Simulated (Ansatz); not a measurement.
A nudged elastic band was laid between two geometries of C₂H₈AlBSi (13 atoms, charge 0, multiplicity 1).

Level of theory: RKS PBE0-D4/def2-mTZVP (Ansatz).

```yaml
movable_images: 7
climbing_image: yes
spring: 5.0 eV/Å²
optimiser: quadratic models (default)
start_path: through a guess of the saddle point
force_threshold: 0.05 eV/Å
iteration_limit: 60
end_points: relaxed
```

Initial state:

```xyz
13
Properties=species:S:1:pos:R:3
C -1.883 0.478 0.547
Si -0.142 -0.184 0.231
Al 1.716 0.358 1.659
B 0.057 -1.456 -1.213
C 0.726 -0.200 -1.644
H -1.925 1.564 0.431
H -2.198 0.244 1.568
H -2.607 0.032 -0.137
H 1.537 0.713 3.201
H 3.169 0.261 1.014
H -0.609 -2.263 -1.777
H 1.699 0.129 -1.280
H 0.479 0.288 -2.587
```

Final state:

```xyz
13
Properties=species:S:1:pos:R:3
C -1.879 0.495 0.545
Si -0.137 -0.167 0.244
Al 1.740 0.475 1.605
B 0.056 -1.530 -1.114
C 0.700 -0.298 -1.640
H -2.172 0.331 1.585
H -2.611 -0.005 -0.091
H -1.936 1.569 0.352
H 1.579 0.912 3.127
H 3.184 0.375 0.939
H -0.606 -2.382 -1.613
H 1.673 0.068 -1.315
H 0.430 0.123 -2.608
```

Question: What changes between the two ends?

Answer: No bond is made or broken. The dihedral H8–C1–Si2–B4 goes from 1 to -120°. The two ends are copies of one structure, up to a mirror image or an exchange of like atoms.

Question: Give the energies along the band, and the barrier.

Answer: The forces met the threshold. The highest image is number 4 of 0 to 8, 0.019 eV above the ends, which have the same energy within 2 meV. A vibrational analysis at the climbing image gives one clearly imaginary mode, 67i cm⁻¹: a first-order saddle point.

```json
{"image": "0", "path coordinate (Å)": "0.00", "energy (eV)": "0.000", "dihedral H8–C1–Si2–B4 (°)": "1"}
{"image": "1", "path coordinate (Å)": "0.53", "energy (eV)": "0.003", "dihedral H8–C1–Si2–B4 (°)": "-17"}
{"image": "2", "path coordinate (Å)": "1.07", "energy (eV)": "0.012", "dihedral H8–C1–Si2–B4 (°)": "-35"}
{"image": "3", "path coordinate (Å)": "1.60", "energy (eV)": "0.019", "dihedral H8–C1–Si2–B4 (°)": "-53"}
{"image": "4", "path coordinate (Å)": "2.13", "energy (eV)": "0.019", "dihedral H8–C1–Si2–B4 (°)": "-70"}
{"image": "5", "path coordinate (Å)": "2.50", "energy (eV)": "0.015", "dihedral H8–C1–Si2–B4 (°)": "-84"}
{"image": "6", "path coordinate (Å)": "2.86", "energy (eV)": "0.008", "dihedral H8–C1–Si2–B4 (°)": "-96"}
{"image": "7", "path coordinate (Å)": "3.22", "energy (eV)": "0.003", "dihedral H8–C1–Si2–B4 (°)": "-108"}
{"image": "8", "path coordinate (Å)": "3.58", "energy (eV)": "0.000", "dihedral H8–C1–Si2–B4 (°)": "-120"}
```

Question: What is the geometry of the highest image?

Answer: 
```xyz
13
Properties=species:S:1:pos:R:3
C -1.892 0.467 0.555
Si -0.141 -0.188 0.256
Al 1.736 0.441 1.623
B 0.061 -1.496 -1.154
C 0.718 -0.253 -1.630
H -1.957 1.066 1.466
H -2.615 -0.347 0.630
H -2.194 1.105 -0.280
H 1.580 0.823 3.161
H 3.177 0.367 0.947
H -0.599 -2.327 -1.689
H 1.687 0.103 -1.284
H 0.460 0.204 -2.586
```

The run took 4.8 min on 2 threads of Intel(R) Xeon(R) Platinum 8488C (Sapphire Rapids), with other jobs on the host, peak memory 0.33 GiB.
